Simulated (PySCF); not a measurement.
# Ionisation energy of Kr by level of theory

Kr [Kr] → Kr⁺ [Ar] 3d10 4s2 4p5 [4p1/2^2 4p3/2^3, M_J = 3/2], as a difference of total energies. All numbers are calculated (PySCF 2.14, the two-component X2C-1e Hamiltonian, in x2c-SVPall-2c (5s6p3d, 38 functions)). Correlated levels: [Ne] frozen; the 6 highest virtual spinors dropped. "Screened" scales the spin-orbit matrix elements by Boettger's factors to mimic the two-electron term; Breit and QED terms are absent.

```
                    method  ionisation energy (eV)
           GHF (spin-free)                  13.224
          GMP2 (spin-free)                  13.879
 GHF (screened spin-orbit)                  12.998
GMP2 (screened spin-orbit)                  13.655
```

The spin-free rows lack the spin-orbit shift.

Errors of the correlated levels include the incompleteness of this basis and the frozen core.

**Question.** Which method comes closest to the reference value, and which is furthest?

**Answer.** The reference is 14.000 eV (measured; NIST Atomic Spectra Database, ionization energies). Closest: GMP2 (spin-free) (error -0.121 eV); furthest: GHF (screened spin-orbit) (error -1.002 eV).
